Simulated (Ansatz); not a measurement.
```xyz
13

C     1.573   -1.233    1.013
Ge    0.440   -1.014   -0.560
C    -0.739    0.482   -0.300
C    -1.672    1.072    0.379
C    -1.179    1.853   -0.782
H     2.239   -2.088    0.886
H     0.955   -1.396    1.897
H     2.176   -0.337    1.168
H    -0.410   -2.279   -0.788
H     1.289   -0.749   -1.815
H    -2.358    1.050    1.209
H    -1.789    1.930   -1.683
H    -0.525    2.710   -0.623
```

The species carries charge 0 and has multiplicity 1.

Task: List the r2SCAN/def2-TZVPP orbital energies in eV (Ansatz). (Estimate.)

Result: Computed: Occupied: -10834.02, -1349.11, -1199.16, -1199.16, -1199.16, -273.44, -273.30, -273.28, -272.93, -167.31, -117.01, -116.99, -116.97, -30.32, -30.29, -30.28, -30.22, -30.22, -22.78, -18.25, -15.37, -14.62, -13.35, -11.07, -10.88, -10.44, -10.05, -8.77, -8.20, -7.90, -6.83, -6.12. Lowest empty: -1.10, 1.01, 1.15, 1.28, 1.84, 2.33, 2.61, 2.81.
